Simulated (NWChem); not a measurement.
System: CuH₂OBr; SMILES [Br][Cu]<-[OH2]

Here is an NWChem input.

```
start job
memory heap 200 mb stack 900 mb global 1100 mb
geometry units angstroms noautoz
  Cu    -0.030190    -0.608431     0.378285
  Br     0.008362     1.267752    -0.789110
  O     -0.011631    -2.274354     1.412263
  H      0.331037    -2.220771     2.312944
  H      0.429946    -3.027809     1.001261
end
basis spherical
  * library def2-svp
end
dft
  xc xpbe96 cpbe96
  iterations 150
  vectors input atomic output neutral.movecs
end
task dft energy
charge 1
dft
  odft
  mult 2
  vectors input atomic output cation.movecs
end
task dft energy
```

The geometry was optimised at PBE0/def2-SVP.

Ions are spin-unrestricted doublets at the neutral geometry; other ion states weren't tried.

Question: Give the results of this calculation. (PBE/def2-SVP, vertical spin-unrestricted ions.) Quantities: vertical ionisation energy, ΔSCF (eV); −ε(HOMO) (eV).

Answer: 
- vertical ionisation energy, ΔSCF (eV): 8.27
- −ε(HOMO) (eV): 4.51
